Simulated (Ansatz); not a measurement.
`c1csc(-c2ccc(-c3ccc(-c4cccs4)s3)s2)c1` with charge +1. Total charge 1; doublet. Geometry PBE-D4/def2-SVP, that of the neutral singlet; atoms count from 1.

```
atom   x (Å)   y (Å)   z (Å)
  C1   0.875  -6.011  -3.348
  C2  -0.508  -6.062  -3.360
  S3  -1.202  -4.681  -2.582
  C4   0.374  -4.002  -2.230
  C5   0.521  -2.743  -1.534
  C6   1.702  -2.083  -1.186
  C7   1.487  -0.863  -0.505
  C8   0.137  -0.558  -0.316
  C9  -0.456   0.586   0.329
 C10  -1.804   0.897   0.521
 C11  -2.009   2.118   1.204
 C12  -0.825   2.771   1.550
 C13  -0.638   4.024   2.244
 C14   0.548   4.671   2.591
 C15   0.339   5.900   3.277
 C16  -1.002   6.191   3.455
 S17  -2.018   4.959   2.787
 S18   0.559   1.842   1.012
 S19  -0.868  -1.820  -1.001
 C20   1.379  -4.845  -2.707
 H21   1.511  -6.792  -3.788
 H22  -1.161  -6.835  -3.781
 H23   2.697  -2.483  -1.423
 H24   2.295  -0.207  -0.153
 H25  -2.616   0.245   0.170
 H26  -3.001   2.526   1.446
 H27   1.538   4.261   2.350
 H28   1.149   6.553   3.630
 H29  -1.454   7.062   3.945
 H30   2.448  -4.621  -2.596
```

Single mean-field runs in def2-TZVP are fitted with def2-universal-jkfit.

Question: Estimate the Mulliken populations of the heavy atoms from the PBE0/def2-TZVP orbitals of Ansatz.

Answer: 
| atom | charge (e) | spin (α − β) |
| --- | --- | --- |
| C1 | -0.13 | -0.04 |
| C2 | -0.14 | 0.15 |
| S3 | 0.09 | -0.01 |
| C4 | 0.02 | 0.00 |
| C5 | 0.21 | 0.16 |
| C6 | -0.18 | 0.02 |
| C7 | -0.13 | 0.07 |
| C8 | 0.07 | 0.09 |
| C9 | 0.09 | 0.09 |
| C10 | -0.15 | 0.08 |
| C11 | -0.13 | 0.01 |
| C12 | 0.17 | 0.16 |
| C13 | -0.02 | 0.00 |
| C14 | -0.17 | 0.10 |
| C15 | -0.14 | -0.03 |
| C16 | -0.14 | 0.14 |
| S17 | 0.10 | 0.00 |
| S18 | 0.03 | -0.04 |
| S19 | 0.05 | -0.04 |
| C20 | -0.20 | 0.11 |
Mulliken values depend strongly on the basis.

Question: Where does the spin sit?

Answer: Summed by element: C 1.13, S -0.09, H -0.04, of 1 unpaired in all. Largest on single atoms: C12 0.16, C5 0.16, C2 0.15.

Question: And the Mayer bond orders between heavy atoms (over 0.3)?

Answer: C1–C2 1.58 (1.38 Å); C1–C20 1.38 (1.42 Å); C2–S3 1.27 (1.73 Å); S3–C4 1.26 (1.75 Å); C4–C5 1.03 (1.45 Å); C4–C20 1.42 (1.40 Å); C5–C6 1.37 (1.40 Å); C5–S19 1.25 (1.75 Å); C6–C7 1.44 (1.41 Å); C7–C8 1.29 (1.40 Å); C8–C9 1.13 (1.44 Å); C8–S19 1.24 (1.75 Å); C9–C10 1.29 (1.40 Å); C9–S18 1.24 (1.75 Å); C10–C11 1.43 (1.41 Å); C11–C12 1.31 (1.40 Å); C12–C13 1.07 (1.44 Å); C12–S18 1.25 (1.75 Å); C13–C14 1.38 (1.39 Å); C13–S17 1.27 (1.75 Å); C14–C15 1.38 (1.42 Å); C15–C16 1.58 (1.38 Å); C16–S17 1.28 (1.73 Å).
